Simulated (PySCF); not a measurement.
C8H5 (doublet state).
Structure used (GFN2-xTB), in Å, numbered top down from 1:
```xyz
13
C8H5 angstrom
C      3.4573    3.4229    0.5672
C      2.7095    2.4766    0.3937
C      1.8999    1.4463    0.1996
C      1.1226    0.4801    0.0210
C      0.3391   -0.5200   -0.1705
C     -0.4882   -1.5252   -0.3551
C     -1.8995   -1.4762   -0.0586
C     -2.7200   -2.5074   -0.2503
H      4.0970    4.2390    0.7180
H     -0.1115   -2.4628   -0.7551
H     -2.2737   -0.5412    0.3374
H     -2.3675   -3.4470   -0.6437
H     -3.7696   -2.4458   -0.0214
```

The hyperfine couplings belong to this conformer and change with its torsions.

Identity: `C#CC#C[C]=CC=C` [radical].

Theory: UKS B3LYP, pcH-1 on C H, non-relativistic, mean-field spin-orbit, GIAO in PySCF. Isolated species at its GFN2-xTB geometry (one conformer only). The geometry wasn't refined by DFT: couplings that depend on bond lengths, twists or pyramidal angles can differ widely from those at the functional's own minimum. Stability of the SCF solution: not tested. ⟨S²⟩ is 0.804 where a pure state has 0.75.

(1) Give the principal g shifts and their parts.

(2) How much does each term add to the isotropic shift?

(3) What are the electron Larmor frequencies g μB B/h along the three axes at 1200 mT?

(4) In a frozen sample, at which fields do the three g values resonate at 9.5, 34, 94 and 263 GHz (hyperfine left aside), and which band first spreads them over more than twice a line width of 0.5 mT?

Answers

(1) 
| Δg (ppm) | 1 | 2 | 3 |
| --- | --- | --- | --- |
| relativistic mass correction | -148 | -148 | -148 |
| gauge correction | 33 | -3 | 28 |
| orbital Zeeman/spin–orbit | -932 | 7 | 654 |
| total | -1047 | -144 | 535 |

So g = 2.00127, 2.00218, 2.00285 and g_iso = 2.00210; the tensor is rhombic: the two nearest values differ by 43 % of g3 − g1. Axes: g1 points within 6° of the C5–C6 bond and g3 is normal to the molecular plane.

(2) The mass correction -148, the orbital-Zeeman/spin–orbit term -90 and the gauge correction 19 ppm, for a total of -219 ppm. The mass correction is the largest in size. The mass correction is the same along every axis, so the anisotropy comes from the other two: their spans along these axes are 36 (gauge) and 1586 ppm (orbital Zeeman/spin–orbit).

(3) 33.6124, 33.6275, 33.6389 GHz for g1, g2 and g3, a range of 26.6 MHz.

(4) 
```
band    GHz  B(g3) mT  B(g2) mT  B(g1) mT  spread mT
   X    9.5    338.89    339.01    339.16       0.27
   Q   34.0   1212.88   1213.29   1213.84       0.96
   W   94.0   3353.26   3354.39   3355.91       2.65
   J  263.0   9381.99   9385.17   9389.41       7.42
```

The spread grows in proportion to the frequency. W band is the first where it exceeds 1.0 mT.

The Mulliken spin populations are largest on C5 (+0.61), C3 (+0.57), C1 (+0.47) and C4 (-0.29). Three atoms exceed +0.15.

The HOMO–LUMO gaps are 3.14 eV among the α and 3.16 eV among the β orbitals.

Time: 55 s (grids of density and orbitals included); peak memory 0.93 GiB. Hardware: Arm Neoverse V1, one thread, shared host.
